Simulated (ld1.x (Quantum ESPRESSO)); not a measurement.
## oxygen (O), TM: configuration errors across variants

| Property | Result |
| --- | --- |
| Element | O |
| Generator | ld1.x (Quantum ESPRESSO) 7.5 |
| Type | norm-conserving Troullier–Martins (Kleinman–Bylander form) |
| Functional | BLYP |
| Relativity | scalar-relativistic |
| Frozen core | [He] |
| Valence charge | 6 |
| Reference configuration | 2s2 2p3.5 (charge +0.5) |
| Partial waves | 2s (bound): rc 0.70 bohr; 2p (bound): rc 1.65 bohr |
| Local potential | all-electron potential smoothed inside 0.65 bohr (lloc = -1) |
| Core correction | a·sin(br)/r model core, default radius (core density twice the valence density) |

All-electron excitation energies from the reference (eV): (1) 2s2 2p4 -6.283; (2) 2s2 2p3 10.146; (3) 2s2 2p2 43.754; (4) 2s2 2p4.3 -8.403; (5) 2s0 2p6 23.429; (6) 2s2 2p0 174.724; (7) 2s1 2p4 25.239.

A true bound ghost makes a file unfit for plane-wave use even where its test errors are small: the radial tests pick states by their node count and pass the ghost by.

Errors AE − PS in meV (a dash: test not solved or not reliable):

| change | (1) | (2) | (3) | (4) | (5) | (6) | (7) | bound ghosts |
| --- | --- | --- | --- | --- | --- | --- | --- | --- |
| base | +3.9 | +9.8 | +194 | +6.3 | +114 | +2967 | -34 | none |
| local potential all-electron potential smoothed inside 0.66 bohr (lloc = -1) | +3.9 | +9.8 | +194 | +6.3 | +114 | +2967 | -34 | none |
| local potential all-electron potential smoothed inside 0.84 bohr (lloc = -1) | +3.9 | +9.7 | +193 | +6.3 | +114 | +2959 | -34 | none |
| local potential all-electron potential smoothed inside 1.00 bohr (lloc = -1) | +3.8 | +9.6 | +191 | +6.1 | +114 | +2944 | -34 | none |
| local potential all-electron potential smoothed inside 1.08 bohr (lloc = -1) | +3.7 | +9.5 | +190 | +5.9 | +114 | +2931 | -34 | none |
| local potential all-electron potential smoothed inside 1.32 bohr (lloc = -1) | +3.0 | +8.3 | +176 | +4.3 | +114 | +2820 | -35 | none |
| local potential all-electron potential smoothed inside 1.46 bohr (lloc = -1) | +1.7 | +6.2 | +148 | +1.7 | +113 | +2564 | -37 | none |
| local potential all-electron potential smoothed inside 1.74 bohr (lloc = -1) | +2.6 | +9.1 | +204 | +3.0 | +112 | +3379 | -37 | none |
| local potential all-electron potential smoothed inside 1.86 bohr (lloc = -1) | +0.9 | +6.6 | +175 | -0.7 | +112 | +3155 | -39 | none |

Question: Give the same row for: local potential all-electron potential smoothed inside 1.54 bohr (lloc = -1).

Answer: -0.9, +1.4, +81, -3.7, +113, +1922, -40; bound ghosts: s.
